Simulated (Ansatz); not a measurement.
`N#[C][Sn]([F])([F])[C]#N` + H–F → `N#[C][Sn]([F])([F])[F]` + `C#N`  (ligand exchange at the Sn–C bond)

Calculated with Ansatz (gas phase, PBE0-D4/def2-TZVP geometries, no zero-point term in ΔE). CCSD(T)/CBS adds triple-zeta CCSD(T) − MP2 to the extrapolated MP2 energy (def2 sets, frozen cores). This one scheme is used for every species. Elements past krypton have def2 core potentials. For Sn outer-core shells are correlated without core-valence functions, which leaves a few kJ/mol of doubt a bond.

| level | ΔE (kcal/mol) |
| --- | --- |
| CCSD/def2-SVP | -10.6 |
| HF/CBS(def2) | -12.9 |

(1) What does CCSD(T)/CBS give? (Best estimate.)

Largest T1 diagnostic among the species: 0.015.

## Answers

(1) Computed: -9.0 kcal/mol. The listed levels differ from it by -1.6, -3.9 kcal/mol.

From r2SCAN to r2SCAN0 (25 % exact exchange), in def2-TZVPP and without D4, ΔE moves by +1.5 kcal/mol. In def2-TZVPP, CCSD(T) changes the Hartree–Fock value by +4.1 kcal/mol (the triples alone add +0.4 kcal/mol) and MP2 by +4.8 kcal/mol.
